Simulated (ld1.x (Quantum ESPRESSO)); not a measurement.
## Configuration tests for Ni (RRKJ)

* Element: Ni (Z = 28)
* Generator: ld1.x (Quantum ESPRESSO) 7.5
* Type: norm-conserving RRKJ (Kleinman–Bylander form)
* Functional: PBE
* Relativity: non-relativistic
* Frozen core: [Ar]
* Valence charge: 10
* Reference configuration: 3d8 4s1.75 4p0.25
* Partial waves: 4s (bound): rc 1.95 bohr; 3d (bound): rc 1.55 bohr; 4p (bound): rc 3.05 bohr
* Local potential: the p channel
* Core correction: none
* rho0: 0.01

Energies are relative to the spin-unpolarised reference configuration 3d8 4s1.75 4p0.25; without spin polarisation the order of configurations can differ from experiment.

| valence configuration | charge | ΔE all-electron (eV) | error AE − PS (meV) |
| --- | --- | --- | --- |
| 3d8 4s1 4p0 | +1 | 8.075 | +3.5 |
| 3d8 4s0 4p0 | +2 | 25.147 | +67 |
| 3d8 4s0 4p2 | 0 | 8.070 | +18 |
| 3d7 4s2 4p1 | 0 | 9.844 | -321 |
| 3d6 4s0 4p0 | +4 | 120.768 | -1006 |
| 3d7 4s0 4p0 | +3 | 62.864 | -223 |

**Question.** What are ΔE and the potential's error for 3d8 4s2 4p0?

**Answer.** ΔE = -1.075 eV all-electron; the error (AE − PS) is +0.1 meV.

Levels in the configuration 3d7 4s0 4p0:

| level | all-electron (eV) | pseudo (eV) |
| --- | --- | --- |
| 3d | -47.362 | -47.968 |

Note: ghost state, extra bound levels that the all-electron valence spectrum of the same l lacks: s at -222.2 eV. A true bound ghost makes a file unfit for plane-wave use.
